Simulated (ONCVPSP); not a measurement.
Which change was made? (Cs, ONCV)

Cs (Z = 55), optimised norm-conserving Vanderbilt (ONCV), made with ONCVPSP 4.0.1 (PBE, fully relativistic). Core [Kr] 4d10, reference 5s2 5p6 6s1. Waves: 5s+6s: rc 2.55 bohr, ncon 4, nbas 9, qcut 3.7 1/bohr, 2 projectors; 5p: rc 2.70 bohr, ncon 3, nbas 7, qcut 5.3 1/bohr, 1 projector; d scattering state at 0.38 Ha: rc 2.35 bohr, ncon 4, nbas 8, qcut 4.8 1/bohr, 2 projectors, debl 2.1 Ha. Local part: polynomial inside 1.70 bohr (lpopt 5, dvloc0 2 Ha). Core correction: polynomial model core, fcfact 0.15.

Open shells are filled in proportion to 2j + 1.

Cutoffs, loose and tight: the cutoffs (Ha) at which the residual kinetic energy of the hardest occupied pseudo-wave falls to 1 and 0.1 mHa per electron. They do not see the model core or the augmentation charge, which bear on the density cutoff. Test errors are all-electron minus pseudo excitation energies from the reference, over the configurations 5s2 5p6 6s0; 5s2 5p6 6s0.5; 5s2 5p6 6s0 6p1; 5s1 5p6 6s1; variants that change the core or the reference have their own tests.

The base gives: outcome: generated; cutoff, loose: 7.2 Ha; cutoff, tight: 9.6 Ha; bound ghosts: none; GHOST(+) flags above zero: s; largest test error (meV): -75.

Problem. After one change the result is: outcome: generated; cutoff, loose: 7.2 Ha; cutoff, tight: 13 Ha; bound ghosts: none; GHOST(+) flags above zero: s; largest test error (meV): -57. Which change was it?
A. s: qcut 4.9
B. local potential polynomial inside 1.70 bohr (lpopt 5, dvloc0 7.5 Ha)
C. s: nbas 7
D. functional PBEsol

Solution. C. The others give: functional PBEsol → outcome: generated, projector energies reset by the program; cutoff, loose: 7.1 Ha; cutoff, tight: 9.5 Ha; bound ghosts: none; GHOST(+) flags above zero: s; largest test error (meV): -75 | local potential polynomial inside 1.70 bohr (lpopt 5, dvloc0 7.5 Ha) → outcome: generated; cutoff, loose: 7.2 Ha; cutoff, tight: 9.6 Ha; bound ghosts: d3/2; GHOST(+) flags above zero: d5/2; largest test error (meV): -81 | s: qcut 4.9 → outcome: generated; cutoff, loose: 8.0 Ha; cutoff, tight: 9.6 Ha; bound ghosts: none; GHOST(+) flags above zero: s; largest test error (meV): -11.
